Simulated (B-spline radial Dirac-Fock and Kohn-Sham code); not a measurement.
## Binding energies of Os⁴⁺ at several levels of theory

System: osmium as Os⁴⁺, 1s2 2s2 2p6 3s2 3p6 3d10 4s2 4p6 4d10 4f14 5s2 5p6 5d4.

The density-functional columns are spherical, spin-unpolarised Dirac-Kohn-Sham results without Breit or QED terms: −ε is minus the orbital energy of the initial state and ΔSCF the difference of two total energies. The reference in the last column comes from Dirac-Fock energy differences between relaxed states, corrected for Breit and QED terms. All numbers are from an atomic code on a B-spline grid, in eV; a selection of levels is shown. The Kohn-Sham columns are given as differences from the reference. For the 1s level of heavy atoms much of the gap between ΔSCF and the reference is the Breit and QED part, -381.9 eV here; for other levels the error of the functional can be larger.

```
level  PBE −ε − DF  PBE ΔSCF − DF  LDA −ε − DF  LDA ΔSCF − DF  Dirac-Fock
   1s       -146.1         +432.9       -206.7         +370.3     73927.9
   2s       -155.8          -48.9       -164.7          -57.4     13035.3
2p1/2       -111.0          +26.9       -115.1          +23.0     12446.8
2p3/2       -128.3          -10.7       -130.6          -12.9     10932.9
   3s        -85.4          -53.4        -87.8          -55.6      3117.8
3p1/2        -68.7          -34.3        -69.7          -35.1      2857.3
3p3/2        -68.6          -37.4        -69.0          -37.7      2523.2
3d3/2        -47.3           -9.8        -47.1           -9.6      2092.5
3d5/2        -48.7          -12.4        -48.4          -12.1      2021.5
   4s        -47.2          -31.5        -48.3          -32.6       723.4
4p1/2        -39.9          -24.3        -40.4          -24.7       613.7
4p3/2        -39.7          -24.8        -40.4          -25.3       535.1
4d3/2        -27.9          -13.2        -27.9          -13.2       354.9
4d5/2        -27.9          -13.4        -27.9          -13.4       340.4
4f5/2        -11.3           +2.4        -10.9           +2.8       110.7
4f7/2        -11.4           +2.1        -11.0           +2.6       108.0
   5s        -14.4           -4.9        -14.0           -4.5       151.1
5p1/2         -9.5           -0.5         -9.0           -0.1       114.3
5p3/2         -9.4           -0.9         -9.1           -0.6       101.5
   5d         -5.7           +1.3         -5.4           +1.6       53.84
```

Values without a named source are computed, but for edge energies of neutral atoms, which are taken from tables.
